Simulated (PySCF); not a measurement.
## A series of derivatives of C=CCC=CCC

Parent skeleton `[CH2:1]=[CH:2][CH2:3][CH:4]=[CH:5][CH2:6][CH3:7]`; one hydrogen on atom 4 is replaced by X. Hydrogens on one atom are averaged.

Calculated, not measured (PySCF 2.14): coordinates at the GFN2-xTB level, shielding tensors at PBE0/pcSseg-1 (GIAO). Non-relativistic, rapidly exchanging positions averaged, in vacuum, single conformer.

Referencing at the same level of theory: 13C (186.93 ppm) and 1H (31.72 ppm) vs TMS.

Parent (X = H): C1 120.0, C2 146.7, C3 39.2, C4 133.9, C5 138.2, C6 25.6, C7 16.8, H(C1) 5.28, H(C2) 6.19 ppm. Effects are Δδ = δ(X) − δ(H), positive for deshielding.

Task: Give Δδ (ppm) for X = isopropenyl, OSiH3, CH=NMe.

Result: 
```
          X                SMILES    C1    C2     C3     C4     C5    C6    C7  H(C1)  H(C2)
isopropenyl   C=CC/C(=C/CC)C(=C)C  +1.3  +7.0  +10.7  +16.7   -1.6  +2.6  +1.1  +0.04  -0.07
      OSiH3  C=CC/C(=C/CC)O[SiH3]  +5.9  +1.6   +6.0  +20.3  -19.3  -2.3  +0.9  +0.25  -0.13
     CH=NMe    C=CCC(/C=N\C)=C\CC  +2.4  -1.5   +0.3   -0.1   +5.0  +0.9  +0.2  +0.11  -0.20
```

Task: Which position responds most, and to which substituents?

Result: C5: from -19.3 ppm with OSiH3 to +5.0 ppm with CH=NMe.
